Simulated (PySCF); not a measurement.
GeClBr, SMILES [Ge]([Br])[Cl] (connectivity only; charge and spin as stated), neutral, multiplicity 1.

The structure is a stationary point at PBE-D3(BJ)/def2-TZVP.

Calculation: TDDFT-M06-2X/def2-SVPD in PySCF.

Vertical excitations.  State labels are in the subgroup Cs.

Computed UV-visible absorptions:
```tsv
state	symmetry	energy (eV)	λ (nm)	f	main pairs
S1	A"	3.64	341	0.021	HOMO→LUMO 99 %
S2	A"	4.45	278	0.001	HOMO−1→LUMO 98 %
S3	A'	5.10	243	0.019	HOMO−2→LUMO 91 %
S4	A"	5.76	215	0.007	HOMO−4→LUMO 99 %
S5	A'	6.04	205	0.015	HOMO−3→LUMO 63 %, HOMO→LUMO+1 21 %, HOMO→LUMO+2 12 %
S6	A'	6.30	197	0.134	HOMO→LUMO+1 51 %, HOMO−1→LUMO+1 21 %, HOMO−3→LUMO 11 %, HOMO→LUMO+2 8 %
S7	A"	6.38	194	0.001	HOMO−5→LUMO 98 %
S8	A'	6.49	191	0.138	HOMO→LUMO+2 54 %, HOMO−3→LUMO 20 %, HOMO−1→LUMO+1 11 %, HOMO→LUMO+1 9 %
S9	A"	6.76	183	0.005	HOMO−2→LUMO+1 94 %
S10	A'	6.87	181	0.219	HOMO−1→LUMO+1 48 %, HOMO−1→LUMO+2 26 %, HOMO→LUMO+2 9 %
T1	A"	2.29	540	0	HOMO→LUMO 89 %
T2	A"	4.35	285	0	HOMO−1→LUMO 96 %
T3	A'	4.46	278	0	HOMO−2→LUMO 98 %
T4	A'	4.87	255	0	HOMO→LUMO+2 44 %, HOMO→LUMO+1 40 %
```
Triplets are in the Tamm–Dancoff approximation, which puts them higher than full response would, so one can lie above its singlet here.
